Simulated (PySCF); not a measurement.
**Circular dichroism: `COC(F)=C=CF`, C4H4F2O**

Molfile (atoms numbered from 1):
```
C4H4F2O
     RDKit          3D

 11 10  0  0  0  0  0  0  0  0999 V2000
   -1.6208   -0.6034   -0.1525 C   0  0  0  0  0  0  0  0  0  0  0  0
   -1.2300    0.0874    1.0129 O   0  0  0  0  0  0  0  0  0  0  0  0
    0.0375    0.4650    1.0797 C   0  0  0  0  0  0  0  0  0  0  0  0
    0.2397    1.1082    2.2118 F   0  0  0  0  0  0  0  0  0  0  0  0
    0.9932    0.2578    0.1975 C   0  0  0  0  0  0  0  0  0  0  0  0
    1.9438    0.0418   -0.6696 C   0  0  0  0  0  0  0  0  0  0  0  0
    2.2262    0.8657   -1.6819 F   0  0  0  0  0  0  0  0  0  0  0  0
   -2.6896   -0.8202   -0.0432 H   0  0  0  0  0  0  0  0  0  0  0  0
   -1.0557   -1.5437   -0.2588 H   0  0  0  0  0  0  0  0  0  0  0  0
   -1.4512    0.0145   -1.0495 H   0  0  0  0  0  0  0  0  0  0  0  0
    2.6106   -0.8296   -0.6710 H   0  0  0  0  0  0  0  0  0  0  0  0
  1  2  1  0
  2  3  1  0
  3  4  1  0
  3  5  2  0
  5  6  2  0
  6  7  1  0
  1  8  1  0
  1  9  1  0
  1 10  1  0
  6 11  1  0
M  END
```

Theory: TDDFT CAM-B3LYP/def2-TZVPD circular dichroism and optical rotation, one conformer, IEF-PCM chloroform (non-equilibrium linear response, no local-field factor) (PySCF). Geometry: PBE0-D3(BJ)/def2-SVP.

No stereocentre is labelled: unless the shape is locked (an allene, a helicene, a hindered biaryl), the mirror image is equally populated and a measured rotation or CD is zero.

(1) Which excitations and rotatory strengths does the calculation give?

Answers

(1) Rotatory strengths R in 10⁻⁴⁰ esu² cm², velocity form and length form (origin at the centre of mass); f in length form.
```csv
state,E (eV),λ (nm),f,R (velocity),R (length),main
1,5.01,248,0.0005,+0.3,+0.4,"HOMO→LUMO+1 0.51, HOMO→LUMO 0.44"
2,6.28,198,0.003,+10.7,+10.6,"HOMO−1→LUMO+2 0.38, HOMO−1→LUMO+1 0.23"
3,6.43,193,0.103,+36.0,+35.5,"HOMO→LUMO 0.45, HOMO→LUMO+1 0.36"
4,6.65,187,0.036,-31.8,-31.3,"HOMO→LUMO+2 0.63, HOMO−1→LUMO 0.09"
5,7.29,170,0.649,+1.1,+1.1,"HOMO−1→LUMO 0.39, HOMO→LUMO+2 0.17"
6,7.47,166,0.023,-27.7,-27.1,"HOMO→LUMO+3 0.32, HOMO−1→LUMO 0.18"
7,7.50,165,0.261,-0.8,-1.2,"HOMO→LUMO+3 0.45, HOMO−1→LUMO+1 0.23"
8,7.68,161,0.180,+40.7,+41.0,HOMO→LUMO+4 0.74
9,7.92,157,0.024,-24.1,-23.8,HOMO→LUMO+5 0.86
10,8.33,149,0.001,+0.3,+0.2,"HOMO−1→LUMO+4 0.41, HOMO−1→LUMO+3 0.27"
11,8.41,147,0.005,-5.6,-5.6,"HOMO−1→LUMO+3 0.30, HOMO−1→LUMO+5 0.29"
12,8.46,147,0.019,+16.8,+16.6,"HOMO→LUMO+7 0.62, HOMO→LUMO+6 0.09"
```

Among the states computed, the strongest CD band (largest |R|) is state 8. The largest dissymmetry factor in size, g = 4R/(D+G), with D and G the electric and magnetic dipole strengths, is +0.035 for state 2 (velocity form, f = 0.003), among bands with |R| over 0.5. The mirror image has the same energies and oscillator strengths and all R with the opposite sign.
